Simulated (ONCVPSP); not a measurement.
**What one change does to a pseudopotential (Os, ONCV)**

Os (Z = 76), optimised norm-conserving Vanderbilt (ONCV), made with ONCVPSP 4.0.1 (PBE, scalar-relativistic). Core [Kr] 4d10 4f14, reference 5s2 5p6 5d5 (charge +3). Waves: 5s: rc 1.70 bohr, ncon 4, nbas 9, qcut 5.8 1/bohr, 3 projectors, debl 0.4 Ha; 5p: rc 1.10 bohr, ncon 4, nbas 8, qcut 8.4 1/bohr, 2 projectors, debl 2.1 Ha; 5d: rc 2.35 bohr, ncon 3, nbas 7, qcut 7 1/bohr, 2 projectors, debl 0.3 Ha; f scattering state at 0.39 Ha: rc 2.30 bohr, ncon 5, nbas 9, qcut 5.4 1/bohr, 1 projector. Local part: polynomial inside 0.80 bohr (lpopt 5, dvloc0 3 Ha). Core correction: none.

In the s channel the program set the typed energies aside and used -4.492, 0.050, 0.450 Ha. In the p channel the program set the typed energies aside and used -2.987, 0.250 Ha. In the d channel the program set the typed energies aside and used -1.286, 0.250 Ha.

Change: d: rc 1.64.

Cutoffs: the cutoffs (Ha) at which the residual kinetic energy of the hardest occupied pseudo-wave falls to 1 and 0.1 mHa per electron; they do not see the model core or the augmentation charge, which bear on the density cutoff. Errors are all-electron minus pseudo energies relative to the spin-unpolarised reference configuration.

Question: What does the change do?

Answer: The potential gets neither clearly harder nor softer (36 Ha and 124 Ha → 36 Ha and 124 Ha); the bound ghosts move from d, s to s; of the 4 tests that both files solve, the error grows in 0 and shrinks in 2 by more than 15 % and 0.3 meV (median size 15.6 → 13.2 meV).

| quantity | base | changed |
| --- | --- | --- |
| cutoff, loose | 36 Ha | 36 Ha |
| cutoff, tight | 124 Ha | 124 Ha |
| loose cutoff by channel | s 13 Ha, p 36 Ha, d 15 Ha | s 13 Ha, p 36 Ha, d 17 Ha |
| bound ghosts | s, d | s |
| GHOST(+) flags under 300 eV | p at 151.1 eV | p at 151.1 eV |
| error for 5s2 5p6 5d6 6s2, meV [ΔE -55.34 eV] | +20 | +23 |
| error for 5s2 5p6 5d6 6s1, meV [ΔE -45.76 eV] | +16 | +15 |
| error for 5s2 5p6 5d6, meV [ΔE -28.85 eV] | +9.8 | +3.3 |
| error for 5s2 5p6 5d6 6p1, meV [ΔE -39.62 eV] | +15 | +12 |
| s: phases at 1.73 bohr within 0.05 rad from the reference energy up to (Ha; the scan ends near 5) | to the end of the scan | to the end of the scan |
| p: phases at 1.12 bohr within 0.05 rad from the reference energy up to (Ha; the scan ends near 5) | to the end of the scan | to the end of the scan |
| f: phases at 2.33 bohr within 0.05 rad from the reference energy up to (Ha; the scan ends near 5) | 2.5 | 2.5 |

 A true bound ghost makes a file unfit for plane-wave use even where its test errors are small: the radial tests pick states by their node count and pass the ghost by.
